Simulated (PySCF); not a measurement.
## Levels of Se²¹⁺ from EOM-EA-GCCSD

Reference: closed-shell Se²²⁺, [Ne] 3s2; one electron is added. Calculated with PySCF 2.14, two-component X2C-1e with screened spin-orbit coupling, an even-tempered Gaussian basis (18 s from 0.9 bohr⁻², ratio 2.6; 13 p from 1.2 bohr⁻², ratio 2.6; 7 d from 1.2 bohr⁻², ratio 2.8; 4 f from 19 bohr⁻², ratio 2.8); frozen 1s2; the 48 highest virtual spinors dropped; of the others 56 kept and the rest restored at second order. No Breit or QED terms. Binding energies in eV.

| level | Koopmans | second order | EOM-CCSD |
| --- | --- | --- | --- |
| 3p1/2 | 892.09 | 893.91 | 893.72 |
| 3p3/2 | 882.56 | 884.45 | 884.36 |
| 3d3/2 | 801.12 | near a pole | 797.90 |
| 3d5/2 | 799.51 | near a pole | 796.95 |

Electric-dipole lines between these computed levels:

| lower | upper | ΔE (eV) | vacuum wavelength (nm) |
| --- | --- | --- | --- |
| 3p1/2 | 3d3/2 | 95.821 | 12.94 |
| 3p3/2 | 3d3/2 | 86.464 | 14.34 |
| 3p3/2 | 3d5/2 | 87.414 | 14.18 |

In EOM-CCSD the overlap with the one-orbital guess is low for 3d3/2 (weight 0.77), 3d5/2 (weight 0.79). That can mean mixing with two-particle, one-hole states, where second order and EOM-CCSD lose accuracy, or only a rotation among the degenerate components of the shell; the terms of those configurations are not listed.

For comparison, the ionisation energy of Se²¹⁺ is 887 ± 4 eV (semi-empirical (NIST evaluation); NIST Atomic Spectra Database, ionization energies).

Only part of the computed levels is shown.
